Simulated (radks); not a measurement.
Values are calculated unless marked as measured or tabulated.
Initial-state core-level shifts of neutral mercury when its valence configuration changes from [Hg]. Code: a radial shooting solver on a logarithmic mesh with Libxc functionals. Model: scalar-relativistic Kohn-Sham, PBE, spin-unpolarised, spherical densities, finite nucleus; Fermi nuclear charge, rms radius 5.4648 fm. Shifts are changes of the shell-averaged eigenvalues in eV (positive: less bound); the change of the density at the nucleus, which sets a Mossbauer isomer shift, is in e/bohr^3, on a base of 2.5e+06.

| valence | 1s | 2s | 4d | 5s | density at nucleus |
|---|---|---|---|---|---|
| [Xe] 4f14 5d8 6s2 6p2 | -11.142 | -11.394 | -11.211 | -10.761 | +132.3 |
| [Xe] 4f13 5d10 6s2 6p1 | -18.644 | -19.974 | -18.217 | -9.755 | +234.8 |
| [Xe] 4f13.5 5d8.5 6s2 6p2 | -17.689 | -18.544 | -17.545 | -12.982 | +217.2 |
| [Xe] 4f12 5d10 6s2 6p2 | -37.991 | -40.764 | -36.894 | -19.544 | +480.5 |
| [Xe] 4f14 5d10 6s1 6p1 | -2.256 | -2.213 | -2.234 | -2.259 | -145.5 |
| [Xe] 4f14 5d9.5 6s2 6p0.5 | -2.864 | -2.915 | -2.886 | -2.806 | +33.6 |
| [Xe] 4f14 5d10 6p2 | -4.147 | -4.062 | -4.106 | -4.151 | -315.0 |
| [Xe] 4f12 5d10 6s1 6p3 | -39.758 | -42.498 | -38.645 | -21.295 | +270.0 |
| [Xe] 4f14 5d9 6s2 6p1 | -5.638 | -5.747 | -5.679 | -5.497 | +66.5 |
